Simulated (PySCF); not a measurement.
## B²⁺ (boron, charge +2): UHF calculation

Configuration: [He] 3d1, 2D determinant (an excited configuration). All numbers are calculated (PySCF 2.14, scalar relativity by spin-free X2C-1e, in aug-cc-pVTZ-DK (5s4p3d2f, 46 functions)).

- Total energy: -22.489789 hartree
- One-electron energy: -26.0565 hartree
- Hartree (Coulomb) energy: 6.6064 hartree
- Exchange energy: -3.0398 hartree
- ⟨S²⟩: 0.7500
- ⟨L²⟩: 6.000
- Sum of ⟨r⟩: 4.210 bohr
- Sum of ⟨r²⟩: 15.04 bohr²
- Traceless quadrupole moment −½Σ⟨3z² − r²⟩ along its main axis: 4.21 e·bohr²
- Langevin diamagnetic susceptibility: -11.9 ×10⁻⁶ cm³/mol

```
shell  electrons  mean orbital energy (hartree)  rms radius, mean of both spins (bohr)
 1s α          1                       -9.21262                                  0.377
 1s β          1                       -9.21257                                  0.377
 3d α          1                       -0.49793                                   3.84
```

The outer electron is Rydberg-like, and this basis confines it to a smaller radius and binds it less than a complete one would.

Spin-orbit constants ζ (cm⁻¹) from the X2C one-electron operator on these orbitals: bare nucleus, nucleus screened by l(l+1)(2l+1)/3 electrons, and screened by the Breit-Pauli mean field of the electrons.

| shell | bare | screened nucleus | mean field |
| --- | --- | --- | --- |
| 3d | 1.904 | 1.143 | 1.082 |

To first order the Landé constant is A = 1.082 cm⁻¹, so the lowest level has J = 3/2 and lies 0.000201 eV below the centre of the term.
